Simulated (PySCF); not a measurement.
## O³⁺ (oxygen, charge +3): UHF calculation

Configuration: [He] 2s2 2p1, 2P determinant. All numbers are calculated (PySCF 2.14, the non-relativistic Hamiltonian (point nucleus), in aug-cc-pVQZ).

```
Total energy                                                  : -71.098324 hartree
One-electron energy                                           : -86.1431 hartree
Hartree (Coulomb) energy                                      : 21.7272 hartree
Exchange energy                                               : -6.6824 hartree
Kinetic energy                                                : 71.10193 hartree
⟨S²⟩                                                          : 0.7529
⟨L²⟩                                                          : 2.007
Sum of ⟨r⟩                                                    : 3.271 bohr
Sum of ⟨r²⟩                                                   : 3.394 bohr²
Traceless quadrupole moment −½Σ⟨3z² − r²⟩ along its main axis : -0.410 e·bohr²
Density at the nucleus (Gaussians lack the cusp)              : 312 bohr⁻³
Spin density at the nucleus                                   : -0.0416 bohr⁻³
Langevin diamagnetic susceptibility                           : -2.69 ×10⁻⁶ cm³/mol
```

```
shell  electrons  mean orbital energy (hartree)  rms radius, mean of both spins (bohr)
 1s α          1                      -23.37621                                  0.229
 1s β          1                      -23.31477                                  0.229
 2s α          1                       -3.34732                                   1.07
 2s β          1                       -3.14613                                   1.07
 2p α          1                       -2.86912                                   1.01
```

Spin-orbit constants ζ (cm⁻¹) from the X2C one-electron operator on these orbitals (non-relativistic here): bare nucleus, nucleus screened by l(l+1)(2l+1)/3 electrons, and screened by the Breit-Pauli mean field of the electrons.

```tsv
shell	bare	screened nucleus	mean field
2p	390.0	292.5	258.0
```

To first order the Landé constant is A = 258.0 cm⁻¹, so the lowest level has J = 1/2 and lies 0.0320 eV below the centre of the term.
